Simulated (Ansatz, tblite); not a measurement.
Removing and adding an electron: the cluster Mg2Al4O8. Charge 0, multiplicity 1. Geometry: PBE-D4/def2-SVP. Ansatz, gas phase; energy differences of separate SCF runs; the oxidised species was run as a doublet alone; the reduced species was run as a doublet alone.

```
atom   x (Å)   y (Å)   z (Å)
 Mg1   1.442   1.143  -1.000
 Mg2  -1.294   1.533   0.127
 Al3   2.161   0.759   1.420
 Al4   0.538  -1.068   0.842
 Al5  -2.266  -1.114   0.151
 Al6  -0.583  -0.477  -1.811
  O7  -2.018  -1.392  -1.590
  O8  -0.997  -1.852   1.085
  O9   2.017  -0.923   1.828
 O10   2.928   1.627   0.167
 O11  -2.803   0.466   0.532
 O12   0.388   0.926   0.966
 O13  -0.434   1.284  -1.726
 O14   0.921  -0.911  -0.990
```

The xTB rows come from tblite. HOMO above LUMO, or a gap near zero within one spin, warns that the state may not be the lowest or that an electron is smeared out. The structure comes from a short search, and lower isomers may exist.

| level | −HOMO (eV) | vertical IE (eV) | −LUMO (eV) | vertical EA (eV) | HOMO–LUMO gap (eV) | IE − EA (eV) | remarks |
| --- | --- | --- | --- | --- | --- | --- | --- |
| GFN1-xTB | 12.10 | 14.68 | 9.97 | 7.47 | 2.13 | 7.20 | – |
| GFN2-xTB | 12.39 | 14.92 | 10.71 | 8.29 | 1.67 | 6.64 | – |
| PBE-D4/def2-SVP | 5.93 | 8.42 | 3.41 | 1.75 | 2.52 | 6.66 | gap within one spin near zero (+1 doublet) |
| PBE0-D4/def2-SVP | 7.48 | 9.17 | 2.63 | 1.47 | 4.86 | 7.70 | – |

   Raw xTB energy differences between charge states are shifted by several eV; the methods need an empirical correction for them. Sets without diffuse functions give affinities that are too small.
